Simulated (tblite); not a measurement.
Species: C6H13FOSi.
SMILES with atom numbers: `[CH3:1][CH2:2]/[CH:3]=[C:4](/[CH2:5][CH2:6][F:7])[SiH2:8][OH:9]` (hydrogens: H10, H11, H12 on C1; H13, H14 on C2; H15 on C3; H16, H17 on C5; H18, H19 on C6; H20, H21 on Si8; H22 on O9)

The geometry is computed with GFN2-xTB (gas phase).

(1) What internal coordinates does the optimisation give?

Results:

(1) 
```csv
bond,length (bohr),order
C1–C2,2.888,single
C2–C3,2.820,single
C3=C4,2.512,double
C4–C5,2.848,single
C5–C6,2.880,single
C6–F7,2.601,single
C4–Si8,3.560,single
Si8–O9,3.087,single
"C1–H10, C1–H11, C1–H12",2.055,single
"C2–H13, C2–H14",2.064,single
C3–H15,2.052,single
"C5–H16, C5–H17",2.062,single
"C6–H18, C6–H19",2.068,single
"Si8–H20, Si8–H21",2.774,single
O9–H22,1.800,single
```

Bonds in one row agree within 0.02 bohr and their mean is given. Orders are formal, as drawn. A selection of angles:
```csv
angle,degrees
C1–C2–C3,111.1
C2–C3–C4,126.4
C3–C4–C5,119.6
C3–C4–Si8,123.4
C5–C4–Si8,117.0
C4–C5–C6,110.7
C5–C6–F7,110.7
C4–Si8–O9,103.5
H22–O9–Si8,120.6
```

Torsions: C1–C2–C3–C4 -122° (anticlinal); C2–C3–C4–C5 -178° (antiperiplanar); C3–C4–C5–C6 101° (anticlinal); C4–C5–C6–F7 -66° (synclinal); C3–C4–Si8–O9 176° (antiperiplanar); H22–O9–Si8–C4 -178° (antiperiplanar). The mirror-image conformer, all signs reversed, is as good.

Si8 (oxygen-bound silicon) is distorted tetrahedral (angles from 103.5° to 113.0°). Of the pairs four or more bonds apart, Si8···H13 is among the closest relative to their van der Waals radii: 2.70 Å, 82 % of the sum of Bondi's values. The 5 C–C bonds span 1.329 Å (C3=C4, drawn double) to 1.528 Å (C1–C2, drawn single), a spread of 0.199 Å.

Point group: C1 (no symmetry element, even within 0.4 Å). Its GFN2-xTB frequencies are all real (lowest 27 cm⁻¹). One conformer, not necessarily the lowest (C1–C2–C3–C4 -122°, C3–C4–C5–C6 101°, C4–C5–C6–F7 -66°, C3–C4–Si8–O9 176°, C4–Si8–O9–H -178°). 3 starts were optimised and ended at 0.00, 0.19 and 2.00 kcal/mol (GFN2-xTB); the lowest of these is shown.
